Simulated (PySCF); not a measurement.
**EPR parameters of C9H9**

Species: C9H9 (doublet state).
SMILES with atom numbers: `[CH:1]#[C:2][C@H:3]([C:4]#[C:5][C:6]=[CH2:7])[CH2:8][CH3:9]` (hydrogens: H10 on C1; H11 on C3; H12, H13 on C7; H14, H15 on C8; H16, H17, H18 on C9)

Structure used (GFN2-xTB), in Å, numbered top down from 1:
```xyz
18
C9H9 angstrom
C     -0.9072    3.2427   -0.2572
C     -0.8726    2.1055    0.1133
C     -0.8049    0.7087    0.5272
C      0.5275    0.2092    0.2672
C      1.6831   -0.1457    0.0335
C      2.8892   -0.5940   -0.2050
C      4.1131   -0.9613   -0.4195
C     -1.8812   -0.1201   -0.2095
C     -1.8979   -1.5648    0.2716
H     -0.9449    4.2443   -0.5666
H     -0.9949    0.6549    1.6096
H      4.3699   -1.9637   -0.7400
H      4.9525   -0.2872   -0.2917
H     -2.8548    0.3445   -0.0356
H     -1.6776   -0.0880   -1.2821
H     -2.1307   -1.6148    1.3340
H     -0.9272   -2.0302    0.1093
H     -2.6502   -2.1337   -0.2701
```

The hyperfine couplings belong to this conformer and change with its torsions.

Computed with UKS B3LYP, pcH-1 on C H, non-relativistic, mean-field spin-orbit, GIAO (PySCF 2.14.0). The structure is a single GFN2-xTB conformer in the gas phase; no vibrational or solvent corrections. The geometry wasn't refined by DFT: couplings that depend on bond lengths, twists or pyramidal angles can differ widely from those at the functional's own minimum. The SCF solution wasn't tested for stability. ⟨S²⟩ is 0.776 where a pure state has 0.75.

```
g1, g2, g3                      : 2.00103, 2.00216, 2.00290
g_iso                           : 2.00203
Form of g                       : rhombic: the two nearest values differ by 40 % of g3 − g1
⟨S²⟩                            : 0.7759 (exact 0.7500)
α and β electrons               : 32, 31
HOMO–LUMO gap, α and β orbitals : 4.01, 4.41 eV
Total energy                    : -348.19053 Eh
Basis functions                 : 315
```

Hyperfine couplings atom by atom, in G; T1 to T3 are the principal values of the dipolar part; ρ(0) is the spin density at the nucleus (MHz turned into gauss with g_iso; 10 G = 1 mT):

```csv
atom,isotope,a_iso,T1,T2,T3,Mulliken spin population,ρ(0) (bohr⁻³)
C1,13C,1.4,-0.8,-0.3,1.1,0.02,0.0035
C2,13C,13.9,-0.9,-0.5,1.3,0.01,0.0348
C3,13C,-6.8,-0.3,0.1,0.3,-0.05,-0.0169
C4,13C,20.2,-18.7,-11.8,30.5,0.60,0.0503
C5,13C,-26.3,-7.4,-1.2,8.6,-0.27,-0.0656
C6,13C,22.2,-22.6,-16.5,39.1,0.70,0.0553
C7,13C,-17.8,-5.7,2.0,3.8,-0.17,-0.0444
C8,13C,11.8,-1.1,-1.0,2.0,0.02,0.0295
C9,13C,0.7,-0.3,0.0,0.3,0.00,0.0019
H10,1H,-0.3,-0.5,-0.2,0.6,0.00,-0.0002
H11,1H,3.9,-1.2,-1.0,2.2,0.00,0.0024
H12,1H,45.5,-1.3,-1.1,2.3,0.06,0.0285
H13,1H,47.7,-1.2,-0.9,2.2,0.06,0.0299
H14,1H,1.4,-0.7,-0.4,1.1,0.00,0.0009
H15,1H,-0.7,-1.0,-0.5,1.5,0.00,-0.0005
H16,1H,0.1,-0.5,-0.4,0.8,0.00,0.0001
H17,1H,0.1,-1.2,-0.7,1.9,0.00,0.0001
H18,1H,-0.1,-0.4,-0.2,0.6,0.00,-0.0001
```

The Mulliken spin populations are largest on C6 (+0.70), C4 (+0.60), C5 (-0.27) and C7 (-0.17). The positive populations add up to 1.48 and the negative ones to -0.48, together 2S = 1.

Axes: g1 points within 1° of the C5–C6 bond.

Under fast tumbling the dipolar parts average out, and these isotropic splittings remain: 1 × 1H (H13, I = 1/2, 2 lines) with 4.77 mT, 1 × 1H (H12, I = 1/2, 2 lines) with 4.55 mT, 1 × 1H (H11, I = 1/2, 2 lines) with 0.39 mT, 1 × 1H (H14, I = 1/2, 2 lines) with 0.14 mT and 1 × 1H (H15, I = 1/2, 2 lines) with 0.07 mT.

The 13C coupling of C5 (-73.7 MHz) shows only in satellite lines or after enrichment, since that isotope makes up about 1.07 % of natural carbon.

On an Arm Neoverse N1 with one thread, no GPU, shared host, this took 2.8 min of wall time (with the writing of density and orbital grids) and 1.1 GiB of memory at its peak.
